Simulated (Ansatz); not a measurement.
System: bromo(diethyl)borane, C4H10BBr, net charge 0, singlet state. 
Coordinates optimised at B3LYP-D3(BJ)/def2-TZVP (Ansatz, a first-principles code):
SMILES: BrB(CC)CC
```xyz
16

C      2.5222     0.7222     0.6472
C      1.3664     0.0508     1.3853
B      0.0471    -0.2983     0.6322
Br    -0.0830     0.0005    -1.2901
C     -1.2216    -0.8618     1.3526
C     -2.3485     0.1889     1.4424
H      3.3713     0.8938     1.3111
H      2.8657     0.1095    -0.1872
H      2.2189     1.6852     0.2339
H      1.6994    -0.8979     1.8336
H      1.0683     0.6471     2.2600
H     -0.9603    -1.1956     2.3618
H     -1.6010    -1.7351     0.8134
H     -2.0198     1.0795     1.9826
H     -3.2148    -0.2152     1.9681
H     -2.6703     0.5026     0.4491
```
Charge 0, spin multiplicity 1.

Property: atomisation energy (electronic, to ground-state atoms), in kJ/mol. Valence correlation only, unless marked. UHF or UKS for open shells. Spin-orbit coupling is left out. The frozen core is the preceding noble-gas configuration, with the filled d and f shells of earlier blocks. Non-relativistic. The coupled-cluster limit lacks core correlation, which all-electron functionals hold. Basis-set limits of correlation are two-point, X^-3; Hartree-Fock from the larger set.

| level | program | atomisation energy (kJ/mol) |
|---|---|---|
| PBE0/def2-TZVP | Ansatz | 6227.2 |
| CAM-B3LYP-D4/def2-TZVPD | Ansatz + dftd4 | 6226.6 |
| B2PLYP-D4/def2-TZVPD | Ansatz + dftd4 | 6149.5 |
| B2PLYP/def2-TZVPD | Ansatz | 6125.2 |
| MP2/aug-cc-pVDZ | Ansatz | 5914.6 |
| RI-MP2/CBS(aug-cc-pVTZ,aug-cc-pVQZ) | Ansatz | 6266.1 |
| SCS-MP2/cc-pVTZ | Ansatz | 6105.0 |
| CCSD/STO-3G | Ansatz | 6618.6 |
| CCSD(T)/STO-3G | Ansatz | 6627.5 |
| CCSD(T)/CBS(cc-pVTZ,cc-pVQZ) | Ansatz | 6192.6 |
